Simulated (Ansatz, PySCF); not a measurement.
This PySCF input computes a PBE/def2-TZVPD energy:

```python
from pyscf import gto, scf, dft

mol = gto.M(
    atom='''
    C    -0.82880747   -0.85321887    0.09333913
    C    -0.92924405    0.62460597   -0.23543664
    C     0.34001918    0.13822213    0.40950566
    N     1.51629915    0.19488341   -0.33550768
    H    -0.64568999   -1.52977438   -0.73414714
    H    -1.46790648   -1.24046512    0.88781194
    H    -1.63577576    1.22445929    0.33362985
    H    -0.82635303    0.90803235   -1.27729542
    H     0.33128085    0.35172249    1.50536208
    H     2.13854425   -0.53581382    0.02874361
    ''',
    basis='def2-tzvpd',
    charge=-1,
    spin=0,
    verbose=4,
)

mf = dft.RKS(mol, xc='pbe').density_fit(auxbasis='def2-universal-jkfit')
mf.grids.level = 3
mf.conv_tol = 1e-9
mf.max_cycle = 100
mf.max_memory = 1500
mf.kernel()
if not mf.converged:
    mf = mf.newton()
    mf.kernel(mf.make_rdm1())
mf.analyze()
```

Problem. Write an input for the same energy in Ansatz (a quantum-chemistry and plane-wave program) and say what it gives.

Solution. 
Ansatz 0.2 input:
```yaml
crystal:
  periodic: [false, false, false]
  atoms:
    - {symbol: C, position_ang: [-0.82880747, -0.85321887, 0.09333913]}
    - {symbol: C, position_ang: [-0.92924405, 0.62460597, -0.23543664]}
    - {symbol: C, position_ang: [0.34001918, 0.13822213, 0.40950566]}
    - {symbol: N, position_ang: [1.51629915, 0.19488341, -0.33550768]}
    - {symbol: H, position_ang: [-0.64568999, -1.52977438, -0.73414714]}
    - {symbol: H, position_ang: [-1.46790648, -1.24046512, 0.88781194]}
    - {symbol: H, position_ang: [-1.63577576, 1.22445929, 0.33362985]}
    - {symbol: H, position_ang: [-0.82635303, 0.90803235, -1.27729542]}
    - {symbol: H, position_ang: [0.33128085, 0.35172249, 1.50536208]}
    - {symbol: H, position_ang: [2.13854425, -0.53581382, 0.02874361]}
basis:
  gaussian:
    orbitals: def2-TZVPD
hamiltonian:
  xc: {name: PBE}
total_charge: -1
output: {forces: true}
```
It gives -172.44645 Eh, and PySCF -172.44655 Eh, a difference of 0.10 mEh, from the treatment of integrals and grids.

It need not be the lowest isomer of its formula. Whether it binds its extra electron was not tested at this geometry.
